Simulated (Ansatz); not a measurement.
ClH6NSi2 (SMILES [SiH3]N[SiH2]Cl) moved off its minimum; all values from Ansatz (a quantum-chemistry and plane-wave program), cores frozen in correlated methods.
(charge 0, multiplicity 1)
```xyz
10

Si    -2.10462    -0.34135    -0.20276
N     -0.71990    -0.38096    -0.81248
Si     0.79514    -0.55297    -0.17518
Cl     1.54772     1.15232     0.77728
H     -2.83993     1.08636    -0.07028
H     -1.97647    -0.95127     1.14224
H     -3.02182    -1.11408    -1.12391
H     -0.59189     0.06190    -1.84778
H      1.80224    -0.98620    -1.21265
H      0.70829    -1.58646     0.87320
```

Problem. Give the forces (eV/Å), the total energy and the dipole at CCSD(T)/aug-cc-pV(T+d)Z.

Solution. 
```
atom       Fx      Fy      Fz
----  -------  ------  ------
Si1   -10.450   1.072   3.494
N2      8.248   2.120  -8.237
Si3     2.709  -0.749   1.147
Cl4    -0.179  -0.271  -0.321
H5      0.914  -1.357  -0.044
H6     -0.172   0.001   0.043
H7      0.010   0.135   0.485
H8     -0.650  -1.411   3.080
H9     -0.459   0.392   0.291
H10     0.028   0.068   0.063
```
Energy -1096.1915 hartree, dipole 1.98 D.
